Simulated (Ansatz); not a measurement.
Consider the homolysis of the Si–Si bond: `O[SiH2][SiH2]S` → `O[SiH2]`• + `[SiH2]S`•.

Gas-phase electronic energies from Ansatz, PBE0-D4/def2-TZVP geometries. CCSD(T)/CBS adds triple-zeta CCSD(T) − MP2 to the extrapolated MP2 energy (def2 sets, frozen cores). This one scheme is used for every species. DFT in def2-TZVPP. HSE06 is defined as in plane-wave codes. Open shells (•) are unrestricted, without spin–orbit coupling. One conformer a species, not always the lowest.

```json
{"level": "LDA (SPW92)", "ΔE (kJ/mol)": "345.2"}
{"level": "HSE06-D4", "ΔE (kJ/mol)": "313.5"}
{"level": "ωB97X-V", "ΔE (kJ/mol)": "330.6"}
{"level": "PBE", "ΔE (kJ/mol)": "298.2"}
```

Question: What does CCSD(T)/CBS give? (Estimate.)

Answer: The calculation gave: +329.7 kJ/mol. The listed levels differ from it by 15.5, -16.2, 0.9, -31.5 kJ/mol.

Question: What do rigid-rotor, harmonic-oscillator terms from PBE0-D4/def2-TZVP frequencies (298.15 K, 1 bar) make of the CCSD(T)/CBS value? (Best estimate.)

Answer: Computed: ΔZPE = -12.9 kJ/mol, ΔH = +319.4 kJ/mol, ΔS = 171 J/(mol·K), ΔG = +268.4 kJ/mol. Open shells count their whole term as degenerate.

Largest T1 diagnostic among the species: 0.016.

At CCSD(T), def2-SVP lies −25.2 kJ/mol from the extrapolated value and def2-TZVPP −11.9 kJ/mol: correlation converges slowly with the basis, and small sets miss more of it in the bonded molecule than in its fragments. The D4 term adds +16.3 kJ/mol with B3LYP and +9.1 kJ/mol with PBE0; it sums over pairs of atoms, weighted by their polarisabilities, and B3LYP, whose exchange is more repulsive, gets the larger term. From PBE to PBE0 (25 % exact exchange), in def2-TZVPP and without D4, ΔE moves by +6.5 kJ/mol.

B3LYP here is the variant with VWN-RPA as its local correlation; programs differ in this.
